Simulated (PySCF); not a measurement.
## Frontier orbitals and the lowest excitations

Compound: C₄H₉NSi.
Geometry (GFN2-xTB, Å), atoms numbered from 1 in this order:
```xyz
15
C4H9NSi angstrom
C      0.5211    1.3842   -0.1928
C     -0.0403   -0.0207   -0.3988
Si    -1.9432   -0.0560   -0.2087
C      0.6215   -1.0041    0.5808
C      2.0335   -1.1129    0.3213
N      3.1501   -1.1839    0.0841
H      0.0900    2.0771   -0.9122
H      0.2938    1.7484    0.8083
H      1.6035    1.3931   -0.3189
H      0.2219   -0.3425   -1.4136
H     -2.4024   -1.4310   -0.4163
H     -2.2860    0.3778    1.1474
H     -2.5307    0.8444   -1.1978
H      0.1819   -2.0014    0.4840
H      0.4809   -0.6644    1.6111
```

Theory: TDDFT B3LYP/def2-SVPD, vertical, gas phase, core orbitals frozen in the response in PySCF 2.14.0, density-fitted response routines.

Kohn–Sham orbitals with the atoms that hold most of them (Löwdin shares over 4%, at most four atoms; ? is withheld):

```csv
orbital,ε (eV),atoms
LUMO+2,0.59,"N6 29%, C5 25%, C4 14%, H15 7%"
LUMO+1,0.34,"Si3 39%, H13 11%, H11 9%, C5 9%"
LUMO,?,?
HOMO,-8.60,?
HOMO-1,-9.15,"N6 41%, C5 29%, C4 10%, C2 5%"
HOMO-2,-9.26,"N6 36%, C5 27%, C4 10%, C2 7%"
HOMO-3,-9.75,"Si3 32%, H12 20%, H11 19%, C2 11%"
```

(1) Which atoms hold the LUMO, and with what shares?

(2) Give the leading atoms of the HOMO.

(3) What is the LUMO energy, and the HOMO–LUMO gap?

## Answers

(1) Si3 (bonded to C and 3 H) 26%; C4 (bonded to 2 C and 2 H) 10%; C5 (bonded to C and N) 8%; H11 (bonded to Si) 7%. By element: silicon 26%, carbon 17% or more, hydrogen 7% or more.

(2) C2 (bonded to 2 C, Si and H) 31%; Si3 (bonded to C and 3 H) 21%; C1 (bonded to C and 3 H) 9%; N6 (bonded to C) 9%. By element: carbon 40% or more, silicon 21%, nitrogen 9%.

(3) ε(LUMO) = -0.28 eV; the gap is 8.33 eV (0.3060 hartree).

Question: The HOMO–LUMO gap is 8.33 eV. Where does the response calculation put the lowest singlet, and from which orbitals?

Answer: S1 is at 7.43 eV (f = 0.042), 0.90 eV below the gap, made of HOMO→LUMO (96%). Without the coupling terms of the response equations the lowest excitation would equal the gap.

Next come S2 at 7.73 eV (f 0.0006), HOMO-1→LUMO (26%), HOMO-2→LUMO (18%), HOMO-1→LUMO+2 (10%); S3 at 7.90 eV (f 0.017), HOMO-1→LUMO (34%), HOMO→LUMO+2 (28%), HOMO-2→LUMO+2 (17%); S4 at 7.98 eV (f 0.013), HOMO-1→LUMO+2 (34%), HOMO-2→LUMO (30%), HOMO→LUMO+2 (16%); S5 at 8.16 eV (f 0.114), HOMO→LUMO+1 (61%), HOMO-2→LUMO (23%).

Löwdin shares depend on the basis, the more so with diffuse functions.

One conformer stands for the species.
